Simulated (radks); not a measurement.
Results of a calculation; reference values are marked as such.
Ionisation of neutral barium, [Xe] 6s2, to [Xe] 6s1 as the strength of local exchange is varied. Level of theory: Dirac Kohn-Sham, Slater X-alpha exchange (alpha = 2/3 is LDA exchange), no correlation, spin-unpolarised, spherical densities, finite nucleus; Fermi nuclear charge, rms radius 4.8378 fm (a radial shooting solver on a logarithmic mesh with Libxc functionals).

| alpha | E(Ba) (hartree) | exchange (hartree) | IE (eV) | -e of the level emptied (eV) | <r> of it (bohr) |
|---|---|---|---|---|---|
| 0.626 | -8115.9865 | -174.8170 | 4.550 | 2.422 (6s1/2) | 4.951 |
| 0.645 | -8121.2941 | -180.2332 | 4.633 | 2.495 (6s1/2) | 4.918 |
| 0.667 | -8127.4438 | -186.5126 | 4.730 | 2.582 (6s1/2) | 4.880 |
| 0.865 | -8182.9865 | -243.4181 | 5.647 | 3.410 (6s1/2) | 4.574 |
| 0.866 | -8183.2679 | -243.7073 | 5.651 | 3.414 (6s1/2) | 4.573 |
| 0.889 | -8189.7429 | -250.3635 | 5.763 | 3.517 (6s1/2) | 4.540 |
| 0.912 | -8196.2226 | -257.0292 | 5.875 | 3.620 (6s1/2) | 4.508 |
| x | -8156.8544 | -216.6022 | 5.207 | 3.009 (6s1/2) | 4.712 |

Which alpha was used in the last row?

Answer. alpha = 0.772. NIST Atomic Spectra Database: 5.212 eV (measured). The Delta-SCF value meets it near alpha = 0.77. Spin polarisation and multiplet splitting are left out, so open shells lie too high by an amount that depends on their filling.

Beside tabulated values, note that spin-unpolarised runs miss the spin-polarisation part of the exchange energy of open shells.
